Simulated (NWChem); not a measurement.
System: CH6O2Si2; SMILES O[Si@H]1OC[SiH2]1

NWChem input:

```
start job
memory heap 200 mb stack 900 mb global 1100 mb
geometry units angstroms
  O      1.944128     1.059216    -0.167201
  Si     0.514539     0.429037    -0.610610
  O      0.445728    -1.194923    -0.306506
  C     -0.808996    -1.473662     0.339503
  Si    -1.410683     0.335571     0.676951
  H      2.442695     0.691650     0.558247
  H      0.481325     0.737128    -2.034212
  H     -1.430565    -2.049625    -0.350090
  H     -0.604454    -2.105326     1.205876
  H     -2.748428     0.553172     0.120605
  H     -1.465187     0.582163     2.124819
end
basis spherical
  * library def2-svp
end
dft
  xc pbe0
  iterations 150
end
driver
  maxiter 120
end
task dft optimize
task dft freq
```

Output (shortened):

```
             Northwest Computational Chemistry Package (NWChem) 7.3.0
             --------------------------------------------------------

 C1  symmetry detected

                             Geometry "geometry" -> ""
                             -------------------------

 Output coordinates in angstroms (scale by  1.889725989 to convert to a.u.)

  No.       Tag          Charge          X              Y              Z
 ---- ---------------- ---------- -------------- -------------- --------------
    1 O                    8.0000     0.41831227    -2.17122315     0.43432818
    2 Si                  14.0000     0.12101945    -0.82744553    -0.42784380
    3 O                    8.0000    -1.30616286    -0.12192766     0.01920817
    4 C                    6.0000    -1.07285229     1.28793324     0.18417419
    5 Si                  14.0000     0.85918624     1.31527513     0.05886652
    6 H                    1.0000     0.10497875    -2.26287730     1.33063742
    7 H                    1.0000     0.09031179    -1.34678618    -1.78872889
    8 H                    1.0000    -1.59828942     1.81921437    -0.61286790
    9 H                    1.0000    -1.51948954     1.59064928     1.13302464
   10 H                    1.0000     1.30211267     2.25540874    -0.97379883
   11 H                    1.0000     1.43741456     1.73238379     1.34407951

 Effective nuclear repulsion energy (a.u.)     303.1828662323

                                Z-matrix (autoz)
                                --------

 Units are Angstrom for bonds and degrees for angles

[...]

      ----------------------
      Optimization converged
      ----------------------

  Step       Energy      Delta E   Gmax     Grms     Xrms     Xmax
  ---- ---------------- -------- -------- -------- -------- --------
@   14    -770.40897496 -3.9D-07  0.00007  0.00002  0.00042  0.00104
                                     ok       ok       ok       ok

                                Z-matrix (autoz)
                                --------

 Units are Angstrom for bonds and degrees for angles

[...]

 Rotational Constants
 --------------------
 A=   0.174478 cm-1  (  0.251029 K)
 B=   0.082760 cm-1  (  0.119071 K)
 C=   0.064756 cm-1  (  0.093167 K)

 Temperature                      =   298.15K
 frequency scaling parameter      =   1.0000

 Zero-Point correction to Energy  =   45.359 kcal/mol  (  0.072285 au)
 Thermal correction to Energy     =   49.688 kcal/mol  (  0.079182 au)
 Thermal correction to Enthalpy   =   50.280 kcal/mol  (  0.080126 au)

 Total Entropy                    =   81.260 cal/mol-K
   - Translational                =   39.874 cal/mol-K (mol. weight = 105.9906)
   - Rotational                   =   26.936 cal/mol-K (symmetry #  =        1)
   - Vibrational                  =   14.451 cal/mol-K

 Cv (constant volume heat capacity) =   25.126 cal/mol-K
   - Translational                  =    2.979 cal/mol-K
   - Rotational                     =    2.979 cal/mol-K
   - Vibrational                    =   19.167 cal/mol-K

[normal modes left out]

 ----------------------------------------------------------------------------
 Normal Eigenvalue ||           Projected Infra Red Intensities
  Mode   [cm**-1]  || [atomic units] [(debye/angs)**2] [(KM/mol)] [arbitrary]
 ------ ---------- || -------------- ----------------- ---------- -----------
    1       -0.000 ||    0.000301           0.007         0.293       0.059
    2        0.000 ||    0.000004           0.000         0.003       0.001
    3        0.000 ||    0.000106           0.002         0.103       0.021
    4        0.000 ||    0.000517           0.012         0.504       0.101
    5        0.000 ||    0.000913           0.021         0.890       0.178
    6        0.000 ||    0.000378           0.009         0.369       0.074
    7       87.760 ||    0.002007           0.046         1.957       0.392
    8      153.335 ||    0.008349           0.193         8.139       1.632
    9      251.339 ||    0.034718           0.801        33.845       6.784
   10      346.636 ||    0.079755           1.840        77.749      15.585
   11      399.466 ||    0.049902           1.151        48.647       9.751
   12      442.477 ||    0.006896           0.159         6.723       1.348
   13      453.241 ||    0.009787           0.226         9.541       1.913
   14      540.999 ||    0.009481           0.219         9.243       1.853
   15      645.947 ||    0.021352           0.493        20.815       4.173
   16      707.114 ||    0.092701           2.139        90.370      18.115
   17      732.397 ||    0.048544           1.120        47.323       9.486
   18      797.082 ||    0.062124           1.433        60.562      12.140
   19      816.529 ||    0.153187           3.534       149.334      29.935
   20      830.463 ||    0.021502           0.496        20.962       4.202
   21      900.170 ||    0.284150           6.556       277.003      55.526
   22      922.755 ||    0.048596           1.121        47.373       9.496
   23      944.836 ||    0.118511           2.734       115.531      23.159
   24     1046.952 ||    0.122593           2.828       119.510      23.956
   25     1207.024 ||    0.000481           0.011         0.469       0.094
   26     1253.816 ||    0.006353           0.147         6.193       1.241
   27     1463.285 ||    0.001672           0.039         1.630       0.327
   28     2212.021 ||    0.098180           2.265        95.711      19.186
   29     2226.350 ||    0.090375           2.085        88.103      17.661
   30     2267.204 ||    0.158094           3.647       154.118      30.894
   31     3055.132 ||    0.036305           0.838        35.392       7.094
   32     3113.110 ||    0.013724           0.317        13.379       2.682
   33     3927.143 ||    0.107176           2.473       104.481      20.944
 ----------------------------------------------------------------------------
```

Level: PBE0/def2-SVP.
